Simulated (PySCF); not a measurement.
An excited-state job on selenophene (`c1[se]ccc1`).

Computed with TDDFT CAM-B3LYP/def2-SVPD, vertical, gas phase, core orbitals frozen in the response (PySCF 2.14.0, density-fitted response routines). Geometry: GFN2-xTB. A driver script takes a list of jobs; this job's settings line and coordinates (Å) are shown.

Input:
```
{"job": {"kind": "uv", "xc": "CAM-B3LYP", "basis": "def2-SVPD", "nstates": 8, "ntriplets": 3}, "charge": 0, "multiplicity": 1}
C      0.632482    -0.740613    -0.154027
C     -0.774758    -0.581694    -0.174431
C     -1.202938     0.674212     0.108119
Se     0.202460     1.835838     0.442582
C      1.322242     0.388969     0.143870
H      1.112929    -1.682526    -0.358255
H     -1.446487    -1.393844    -0.396126
H     -2.222421     1.012869     0.148672
H      2.390052     0.492783     0.214417
```

Give the output.

```
coarse grid: 37944 points
cycle   1  E = -2555.9698847550  dE =  6.405e-02  |g| = 2.875e-01  |ddm| = 5.660e+00
cycle   2  E = -2555.9758188814  dE = -5.934e-03  |g| = 2.604e-01  |ddm| = 1.156e+00
cycle   3  E = -2555.9897608320  dE = -1.394e-02  |g| = 5.246e-02  |ddm| = 5.908e-01
cycle   4  E = -2555.9905765219  dE = -8.157e-04  |g| = 1.603e-02  |ddm| = 1.322e-01
cycle   5  E = -2555.9906497947  dE = -7.327e-05  |g| = 4.772e-03  |ddm| = 5.523e-02
cycle   6  E = -2555.9906560183  dE = -6.224e-06  |g| = 1.136e-03  |ddm| = 8.202e-03
final grid: 79400 points
cycle   7  E = -2555.9906418180  dE = -2.730e-07  |g| = 1.210e-03  |ddm| = 5.160e-03
cycle   8  E = -2555.9906417327  dE =  8.535e-08  |g| = 1.445e-03  |ddm| = 3.848e-03
cycle   9  E = -2555.9906422399  dE = -5.072e-07  |g| = 6.748e-05  |ddm| = 1.993e-03
cycle  10  E = -2555.9906422456  dE = -5.752e-09  |g| = 4.608e-05  |ddm| = 3.645e-04
cycle  11  E = -2555.9906422470  dE = -1.389e-09  |g| = 2.693e-05  |ddm| = 2.622e-04
cycle  12  E = -2555.9906422472  dE = -2.087e-10  |g| = 2.023e-06  |ddm| = 4.772e-05
converged SCF energy = -2555.9906422472

Static polarisability (au): isotropic 67.934, principal 46.909 72.290 84.604

Singlet excitations
state   eV       nm        f      main configurations
  1   5.4424    227.8   0.00001   H-1->L+1 0.82, H-1->L+5 0.12
  2   5.5421    223.7   0.12667   H-1->L 0.91
  3   5.6342    220.1   0.06419   H->L 0.94
  4   5.7607    215.2   0.00362   H->L+1 0.85, H->L+5 0.10
  5   6.6456    186.6   0.02910   H-1->L+2 0.90
  6   6.7658    183.3   0.00000   H->L+3 0.52, H->L+2 0.45
  7   7.0268    176.4   0.00000   H->L+2 0.44, H->L+3 0.38, H->L+10 0.10
  8   7.0987    174.7   0.00042   H-1->L+3 0.80

Triplet excitations (Tamm-Dancoff, eV): 3.6306 4.3007 5.0947
```

The SCF starts on a coarse grid where the log names one; the energy can jump when the final grid takes over, and dE then counts from the start density on the new grid. H and L stand for HOMO and LUMO; the number after each pair is its weight.

How does the lowest singlet excitation compare with the HOMO–LUMO gap?

HOMO -8.15 eV and LUMO 0.43 eV give a gap of 8.58 eV; S1 at 5.44 eV lies 3.14 eV below it.

Which computed singlet has the largest oscillator strength, and what do all of them sum to?

State 2 at 5.54 eV (224 nm), f = 0.127; the 8 states sum to 0.224.

Main results: HOMO -8.15 eV, LUMO 0.43 eV; lowest singlet 5.44 eV; lowest triplet 3.63 eV (Tamm–Dancoff); mean polarisability 67.9 au.

 Relativistic effects, spin–orbit coupling among them, are left out although an element past zinc is present.

Estimate the wall time. Hardware: an x86-64 server with one thread (shared host).

About 18 s.
Labels such as C1 count atoms from 1, the log's own numbers from 0.
